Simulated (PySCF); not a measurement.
These 3 structures share the formula C5H14GeO. The calculation used PySCF, PBE0-D3(BJ)/def2-SVP geometry optimisation, gas phase. Energies are electronic, without zero-point or thermal terms, for one conformer each. No frequencies were run at this level. Point groups hold within 0.08 Å.

Problem. Order them by energy at this level, lowest first, and give relative energies in kcal/mol.
A. `[H][Ge]([H])([CH3])[O]C(C)(C)C` (GeH2Me(OtBu))
B. `[CH3:1][CH2:2][CH2:3][Ge@H:4]([CH3:5])[O:6][CH3:7]` with C1–C2–C3–Ge4 178°, C2–C3–Ge4–C5 57°, C3–Ge4–O6–C7 -60°
C. `[CH3:1][CH2:2][CH2:3][C@@H:4]([CH3:5])[O:6][GeH3:7]` with C1–C2–C3–C4 174°, C2–C3–C4–C5 63°, C3–C4–O6–Ge7 75°

Solution. A (0.0), B (2.9), C (9.8).

```json
{"SMILES": "[H][Ge]([H])([CH3])[O]C(C)(C)C", "E (Eh)": "-2350.17648", "E rel (kcal/mol)": "0.0", "dipole (D)": "0.60", "point group": "near Cs", "A, B, C (MHz)": "3441, 968.0, 921.6"}
{"SMILES": "CC[CH2][Ge@H]([CH3])[O]C", "E (Eh)": "-2350.17184", "E rel (kcal/mol)": "2.9", "dipole (D)": "1.34", "point group": "C1", "A, B, C (MHz)": "2219, 1181, 907.9"}
{"SMILES": "CCC[C@@H](C)[O][GeH3]", "E (Eh)": "-2350.16086", "E rel (kcal/mol)": "9.8", "dipole (D)": "1.13", "point group": "C1", "A, B, C (MHz)": "2806, 736.8, 609.1"}
```
